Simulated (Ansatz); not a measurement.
Stepwise reaction of `[F][GeH]([F])[O][SiH3]` with hydrogen, as a gas-phase model of exchange steps in deposition or etching. ΔE in kJ/mol.

Isolated molecules relaxed with PBE0-D4/def2-TZVP in Ansatz; ΔE leaves out vibrations. CCSD(T)/CBS is the MP2 limit (def2-TZVPP, def2-QZVPP) plus CCSD(T) − MP2 in def2-TZVPP, frozen cores. This one scheme is used for every species. Functionals use def2-TZVPP. B3LYP here is the variant with VWN-RPA as its local correlation; programs differ in this. For Ge outer-core shells are correlated without core-valence functions, which leaves a few kJ/mol of doubt a bond. Scalar relativity is left out up to krypton. One conformer a species, not always the lowest.

```csv
step,reaction,PBE-D4,B3LYP-D4,ωB97M-V,CCSD(T)/CBS
1,`[F][GeH]([F])[O][SiH3]` + H₂ → `[F][GeH2][O][SiH3]` + H–F,53.6,57.7,57.9,52.7
2,`[F][GeH2][O][SiH3]` + H₂ → `[SiH3][O][GeH3]` + H–F,53.6,58.2,57.5,51.8
```

**Question.** By hand: ΔE of the 2 steps together at CCSD(T)/CBS.

**Answer.** (52.7) + (51.8) = 104.5 kJ/mol, or 52.2 kJ/mol a step.

In ΔE the steps differ by no more than 0.9 kJ/mol. All are uphill at CCSD(T)/CBS. PBE-D4 differs from CCSD(T)/CBS by 0.9 to 1.8 kJ/mol a step. Isolated molecules leave out the surface, adducts and barriers. Largest T1 diagnostic: 0.012.
